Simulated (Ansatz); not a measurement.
Reaction (cleavage of the Al–B bond): `[SiH3][NH][AlH][BH]Cl` + HCl → `[SiH3][NH][AlH][Cl]` + `BCl`

Computed with Ansatz on PBE0-D4/def2-TZVP structures; ΔE is electronic, products minus reactants. CBS: MP2 limit from def2 TZ/QZ plus the TZ coupled-cluster correction, frozen cores. This one scheme is used for every species. Functionals use def2-TZVPP. Each species was taken in one conformer, which may not be the lowest.

| level | ΔE (kcal/mol) |
| --- | --- |
| PBE0-D4 | -44.6 |
| r2SCANh-D4 | -47.4 |
| BHLYP-D4 | -48.7 |
| BHLYP | -49.6 |

Problem. What does CCSD(T)/CBS give? (An estimate is asked.)

Solution. Ansatz gave: -46.5 kcal/mol. The listed levels differ from it by 1.9, -0.9, -2.2, -3.1 kcal/mol.

Largest T1 diagnostic among the species: 0.013.

From PBE to PBE0 (25 % exact exchange), in def2-TZVPP and without D4, ΔE moves by −1.8 kcal/mol. Leaving LDA and LC-ωPBE aside and taking each functional with its dispersion term where it has one, the values, not all of them listed here, spread over 5.9 kcal/mol, from BHLYP-D4 to PBE-D4. LDA lies +1.3 kcal/mol from PBE without D4. The D4 term adds +0.9 kcal/mol with B3LYP and +0.6 kcal/mol with PBE0; it sums over pairs of atoms, weighted by their polarisabilities, and B3LYP, whose exchange is more repulsive, gets the larger term.

CCSD(T)/CBS has its own doubt, a few kJ/mol and more with outer-core shells, so smaller differences from it don't rank the levels.

B3LYP here is the variant with VWN-RPA as its local correlation; programs differ in this.
